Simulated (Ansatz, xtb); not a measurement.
Diatomic LiP, multiplicity 3 (lowest of 2S+1 = 1, 3, 5 at CCSD(T)/def2-TZVPP on PBE0 minima; our sources give no spin for the ground state, which may be another).

Seven points along R, fitted to fifth degree in 1/R; most abundant isotopes. In def2 and cc sets the state is the lowest found near the PBE0 minimum, followed along R.

Correlated levels freeze the inner cores; with def2 sets outer-core shells near the valence are correlated too. CBS(a, b) extrapolates the correlation energy as X⁻³ and adds the Hartree–Fock energy of set b.

Run with Ansatz (Gaussian orbitals); xtb for the GFN methods. Each number belongs to the level named beside it. The GFN methods have no spin term and hold the electronic entropy of 300 K.

D_e counts from each atom's lowest state at the same level, without counterpoise or zero-point energy.

| level | r_e (Å) | ω_e (cm⁻¹) | ω_e x_e (cm⁻¹) | D_e (eV) | dipole (D) |
|---|---|---|---|---|---|
| GFN2-xTB | 2.270 | 493 | 5.3 | - | - |
| SVWN5/def2-TZVPP | 2.313 | 489 | 3.7 | 2.12 | 6.34 |
| B97M-V/def2-TZVPP | 2.332 | 483 | 3.6 | 2.00 | 6.55 |
| BHLYP/def2-TZVPP | 2.312 | (withheld) | 3.4 | 1.77 | 6.85 |
| B2PLYP/def2-TZVPP | 2.326 | 494 | 3.5 | 1.74 | - |
| CCSD/def2-TZVPP | 2.333 | 493 | 3.6 | 1.51 | - |
| CCSD(T)/aug-cc-pV(Q+d)Z | 2.344 | 486 | 3.3 | - | - |
| CCSD(T)/CBS(aug-cc-pV(T+d)Z, aug-cc-pV(Q+d)Z) | (withheld) | (withheld) | 3.3 | - | - |

Question: Fill in the missing entries.

Answer: 
- CCSD(T)/CBS(aug-cc-pV(T+d)Z, aug-cc-pV(Q+d)Z), r_e (Å): 2.340
- CCSD(T)/CBS(aug-cc-pV(T+d)Z, aug-cc-pV(Q+d)Z), ω_e (cm⁻¹): 490
- BHLYP/def2-TZVPP, ω_e (cm⁻¹): 506

Ansatz is a program for electronic structure.
